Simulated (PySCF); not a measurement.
**C8H9: g tensor and hyperfine couplings**

C₈H₉ (doublet state).
Numbering: `[CH3:1][CH:2][C:3]#[C:4][CH:5]=[C:6]1[CH2:7][CH2:8]1` (hydrogens: H9, H10, H11 on C1; H12 on C2; H13 on C5; H14, H15 on C7; H16, H17 on C8)

Geometry (GFN2-xTB, Å), atoms numbered from 1 in this order:
```
atom  x, y, z in Å
C1     3.416    0.743   -0.216
C2     2.867   -0.496    0.401
C3     1.554   -0.728    0.543
C4     0.343   -0.926    0.665
C5    -1.004   -1.185    0.828
C6    -1.977   -0.360    0.428
C7    -3.407   -0.087    0.323
C8    -2.375    0.893   -0.208
H9     2.616    1.411   -0.526
H10    4.030    0.497   -1.085
H11    4.059    1.267    0.495
H12    3.575   -1.236    0.749
H13   -1.265   -2.122    1.312
H14   -4.000   -0.650   -0.387
H15   -3.956    0.177    1.218
H16   -2.262    0.994   -1.279
H17   -2.223    1.822    0.325
```

The hyperfine couplings belong to this conformer and change with its torsions.

Method: UKS B3LYP, pcH-1 on C H, non-relativistic, mean-field spin-orbit, GIAO in PySCF 2.14.0. Isolated species at its GFN2-xTB geometry, gas phase. The geometry wasn't refined by DFT: couplings that depend on bond lengths, twists or pyramidal angles can differ widely from those at the functional's own minimum. The SCF solution wasn't tested for stability. ⟨S²⟩ is 0.786 where a pure state has 0.75.

```json
{
  "g1, g2, g3": "2.00217, 2.00286, 2.00308",
  "g_iso": "2.00270",
  "Form of g": "rhombic: the two nearest values differ by 25 % of g3 − g1",
  "⟨S²⟩": "0.7859 (exact 0.7500)",
  "α and β electrons": "29, 28",
  "HOMO–LUMO gap, α and β orbitals": "4.56, 4.63 eV"
}
```

Isotropic coupling and dipolar principal values T1 to T3, in MHz:

| atom | isotope | a_iso | T1 | T2 | T3 | Mulliken spin population |
| --- | --- | --- | --- | --- | --- | --- |
| C1 | 13C | -22.8 | -1.4 | 0.2 | 1.2 | -0.05 |
| C2 | 13C | 53.4 | -49.3 | -48.2 | 97.6 | 0.61 |
| C3 | 13C | -56.7 | -21.8 | 0.3 | 21.5 | -0.23 |
| C4 | 13C | 43.7 | -39.7 | -28.1 | 67.8 | 0.45 |
| C5 | 13C | -35.8 | -22.7 | 9.6 | 13.2 | -0.18 |
| C6 | 13C | 41.2 | -32.5 | -29.3 | 61.9 | 0.37 |
| C7 | 13C | -12.0 | -1.8 | 0.0 | 1.8 | -0.03 |
| C8 | 13C | -11.2 | -1.3 | -0.2 | 1.5 | -0.03 |
| H9 | 1H | 1.8 | -2.3 | -2.0 | 4.3 | 0.00 |
| H10 | 1H | 66.1 | -3.1 | -2.2 | 5.3 | 0.03 |
| H11 | 1H | 66.4 | -3.1 | -2.2 | 5.3 | 0.03 |
| H12 | 1H | -42.3 | -22.4 | -0.7 | 23.2 | -0.03 |
| H13 | 1H | 13.2 | -3.4 | -2.0 | 5.4 | 0.01 |
| H14 | 1H | 35.4 | -1.7 | -1.6 | 3.4 | 0.02 |
| H15 | 1H | 35.7 | -1.8 | -1.6 | 3.4 | 0.02 |
| H16 | 1H | 32.0 | -1.9 | -1.2 | 3.1 | 0.01 |
| H17 | 1H | 31.9 | -1.9 | -1.2 | 3.1 | 0.01 |

The largest Mulliken spin populations are on C2 (+0.61), C4 (+0.45), C6 (+0.37) and C3 (-0.23). Three atoms exceed +0.15. The angles at C2 add up to 360.0°, so it is planar; its axial dipolar tensor and the negative coupling of its proton fit spin in a p orbital normal to that plane.

Axes: g2 points within 14° of the C1–C2 bond and g3 points within 4° of the C6–C7 bond.

Under fast tumbling the dipolar parts average out, and these isotropic splittings remain: 3 × 1H (H9/H10/H11, I = 1/2, 4 lines) with 1.60 mT, 1 × 1H (H12, I = 1/2, 2 lines) with 1.51 mT, 2 × 1H (H14/H15, I = 1/2, 3 lines) with 1.27 mT, 2 × 1H (H16/H17, I = 1/2, 3 lines) with 1.14 mT and 1 × 1H (H13, I = 1/2, 2 lines) with 0.47 mT.

Nuclei that the bonding pattern makes equivalent are averaged, as if the motion that swaps them (rotation, inversion, ring flip) were fast. The three 1H nuclei of mean +44.8 MHz run from 1.8 to 66.4 MHz in the frozen geometry.

The 13C coupling of C3 (-56.7 MHz) shows only in satellite lines or after enrichment, since that isotope makes up about 1.07 % of natural carbon.
